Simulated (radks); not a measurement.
Effect of the nuclear size on the xenon ion Xe2+, [Kr] 4d10 5s2 5p4. Method: Dirac Kohn-Sham, BLYP, spin-unpolarised, spherical densities, finite nucleus; open shells fill j = l - 1/2 first; Fermi nuclear charge, rms radius 4.7859 fm; computed with a radial shooting solver on a logarithmic mesh with Libxc functionals. The rms radius is varied about that value; shifts are against it.

rms radius (fm)	total energy shift (eV)	density at nucleus (e/bohr^3)	1s1/2 shift (meV)	2s1/2 shift (meV)	4p1/2 shift (meV)	5s1/2 shift (meV)	5p1/2 shift (meV)	5p3/2 shift (meV)	6s1/2 (empty) shift (meV)
4.135	-1.69	2.789e+05	-708	-83.7	0.272	-0.503	0.066	0.074	-0.096
4.4413	-0.923	2.754e+05	-385	-45.6	0.148	-0.274	0.036	0.040	-0.052
4.7859	0	2.717e+05	0.000	0.000	0.000	0.000	0.000	0.000	0.000
5.03	0.688	2.693e+05	287	34.0	-0.110	0.204	-0.027	-0.030	0.039
5.5038	2.10	2.65e+05	878	104	-0.338	0.624	-0.082	-0.091	0.119

Slopes of the eigenvalues against <r^2> in GHz/fm^2, as finite differences over the two radii next to the reference (eigenvalue slopes, not the field-shift constants of lines): 1s1/2 29200, 2s1/2 3450, 4p1/2 -11.2, 5s1/2 20.7, 5p1/2 -2.71, 5p3/2 -3.03, 6s1/2 (empty) 3.95.
